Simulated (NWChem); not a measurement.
Species: CH5B; SMILES BC

B3LYP is NWChem's, with the RPA form of VWN correlation.

Problem. Give the equilibrium geometry at B3LYP/6-31G* (spherical d) (NWChem) as a Z-matrix, with the point group.

Solution. point group C1; any orientation.
```
C
H 1 1.0953
H 1 1.0957 2 109.87
H 1 1.1071 2 106.00 3 113.69
B 1 1.5606 2 115.03 4 115.15
H 5 1.1987 1 121.17 2 -25.51
H 5 1.1988 6 117.90 1 176.58
```
